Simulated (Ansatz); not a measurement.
`O=C=[N][GaH][Cl]` and `O=C=[N][SnH2][F]` differ in one atom or group.

Ansatz, PBE0-D4/def2-TZVP geometries, multiplicity 1. Each molecule was computed in one conformer, which needn't be the lowest.

Elements past krypton have def2 core potentials. Scalar relativity is left out up to krypton.

| property | `O=C=[N][GaH][Cl]` |
| --- | --- |
| HOMO energy (PBE/def2-TZVPP) / eV | -7.44 |
| HOMO energy (PBE0/def2-TZVPP) / eV | -8.83 |
| LUMO energy (ωB97M-V/def2-TZVPP) / eV | -0.08 |
| HOMO–LUMO gap (B3LYP/def2-TZVPP) / eV | 6.47 |
| size of the dipole moment (B3LYP/def2-TZVPP) / D | 2.51 |
| HOMO energy (B3LYP/def2-TZVPP) / eV | -8.57 |

(1) Give the same properties after the change, and the shifts. (Best estimate.)

Results:

(1) Ansatz gave: 
```json
{"property": "HOMO energy (PBE/def2-TZVPP) / eV", "`O=C=[N][SnH2][F]`": "-7.23", "shift": "0.21"}
{"property": "HOMO energy (PBE0/def2-TZVPP) / eV", "`O=C=[N][SnH2][F]`": "-8.64", "shift": "0.19"}
{"property": "LUMO energy (ωB97M-V/def2-TZVPP) / eV", "`O=C=[N][SnH2][F]`": "0.61", "shift": "0.69"}
{"property": "HOMO–LUMO gap (B3LYP/def2-TZVPP) / eV", "`O=C=[N][SnH2][F]`": "6.99", "shift": "0.52"}
{"property": "size of the dipole moment (B3LYP/def2-TZVPP) / D", "`O=C=[N][SnH2][F]`": "3.88", "shift": "1.37"}
{"property": "HOMO energy (B3LYP/def2-TZVPP) / eV", "`O=C=[N][SnH2][F]`": "-8.39", "shift": "0.18"}
```

With PBE0 the HOMO rises by 0.19 eV and the LUMO rises by 0.76 eV, so the gap widens by about 0.57 eV. PBE moves the HOMO by 0.21 eV and ωB97M-V by 0.18 eV. Dipoles are sizes alone; their direction can turn.

B3LYP here is the variant with VWN-RPA as its local correlation; programs differ in this.
